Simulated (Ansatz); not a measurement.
CH₃O, doublet, geometry from GFN2-xTB; BLYP/6-31G* run with Ansatz (an electronic-structure program).

The Ansatz input:
Ansatz 0.2 input:
```yaml
crystal:
  periodic: [false, false, false]
  atoms:
    - {symbol: C, position_ang: [0.00737565, -0.54258092, -0.03551608]}
    - {symbol: O, position_ang: [-0.02399647, 0.76721111, 0.02617374]}
    - {symbol: H, position_ang: [1.05649778, -0.91275134, 0.04462160]}
    - {symbol: H, position_ang: [-0.43522191, -0.98812215, 0.88627883]}
    - {symbol: H, position_ang: [-0.47355799, -0.98132992, -0.92719387]}
basis:
  gaussian:
    orbitals: 6-31G*
hamiltonian:
  xc: blyp
magnetization: {spin_polarized: true, initial_magnetization: 1}
```

What the program printed (banner, timings and long lists left out):

```
Functional definition: BLYP
438 factors; their error is unknown
mean field evaluation 1: about -3126.1009 eV, gradient 2.8e1 eV
mean field evaluation 2: about -3122.2424 eV, gradient 4.0e1 eV
mean field evaluation 4: about -3129.5375 eV, gradient 2.6e0 eV
mean field evaluation 8: about -3129.5387 eV, gradient 1.8e-2 eV
mean field evaluation 16: about -3129.5387 eV, gradient 4.2e-5 eV
mean field evaluation 32: about -3129.3735 eV, gradient 5.1e-1 eV
mean field -3129.53873099 eV, -115.0084270865 hartree, gradient 3.6e-6 eV, S^2 0.752279; 4 other end points of the search recorded, 0 dependent functions left out
reference -3129.53889446 eV, -115.0084330937 hartree; 9, 8 occupied and 27, 28 virtual orbitals, 438 factors
Total energy: -3129.53889446 eV, -115.0084330937 hartree
```
